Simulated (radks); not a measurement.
Values are calculated unless marked as measured or tabulated.
All-electron atom: N IV in [He] 2s2. Code: a radial shooting solver on a logarithmic mesh with Libxc functionals. Model: non-relativistic Kohn-Sham, PBE, spin-polarised, spherical densities, point nucleus.

Unscreened Slater integrals over Kohn-Sham orbitals (hartree). They are taken over the spin-up orbitals.

F0(2s,2s): 0.81764
F0(2s,1s): 1.1454
G0(2s,1s): 0.097313
F0(1s,1s): 4.1134
